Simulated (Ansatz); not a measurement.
`S[SiH2][GeH3]` → `[GeH3]`• + `[SiH2]S`•  (homolysis of the Ge–Si bond)

Program: Ansatz. Geometries: PBE0-D4/def2-TZVP. ΔE: electronic, gas phase. CBS: MP2 limit from def2 TZ/QZ plus the TZ coupled-cluster correction, frozen cores. DFT in def2-TZVPP. No spin–orbit coupling; open shells (•) take unrestricted orbitals. For Ge outer-core shells are correlated without core-valence functions, which leaves a few kJ/mol of doubt a bond. Scalar relativity is left out up to krypton. One conformer a species, not always the lowest.

Q: What is ΔE at CCSD(T)/CBS? (Best estimate.)

A: The calculation gave: +320.7 kJ/mol.

Q: What do these levels give: LDA (SPW92), r2SCAN0-D4, B2PLYP, PBE-QIDH, BLYP, r2SCANh, BHLYP, CCSD/def2-SVP, SCS-MP2/def2-TZVPP, HF/CBS(def2), MP2/CBS(def2), CCSD/CBS(def2)? (Best estimate.)

A: Computed: LDA (SPW92) 337.9, r2SCAN0-D4 291.9, B2PLYP 296.2, PBE-QIDH 308.8, BLYP 271.7, r2SCANh 289.1, BHLYP 287.6, CCSD/def2-SVP 285.2, SCS-MP2/def2-TZVPP 312.2, HF/CBS(def2) 218.6, MP2/CBS(def2) 325.9, CCSD/CBS(def2) 314.5 kJ/mol.

Q: What do rigid-rotor, harmonic-oscillator terms from PBE0-D4/def2-TZVP frequencies (298.15 K, 1 bar) make of the CCSD(T)/CBS value? (An estimate is asked.)

A: Ansatz gave: ΔZPE = -13.6 kJ/mol, ΔH = +310.2 kJ/mol, ΔS = 155 J/(mol·K), ΔG = +264.0 kJ/mol. Open shells count their whole term as degenerate.

Largest T1 diagnostic among the species: 0.016.

From BLYP to BHLYP (50 % exact exchange), in def2-TZVPP and without D4, ΔE moves by +15.9 kJ/mol. In def2-TZVPP, CCSD(T) changes the Hartree–Fock value by +87.7 kJ/mol (the triples alone add +6.3 kJ/mol) and MP2 by +92.8 kJ/mol; breaking electron pairs costs correlation energy, which Hartree–Fock lacks. At CCSD(T), def2-SVP lies −31.2 kJ/mol from the extrapolated value and def2-TZVPP −12.8 kJ/mol: correlation converges slowly with the basis, and small sets miss more of it in the bonded molecule than in its fragments.
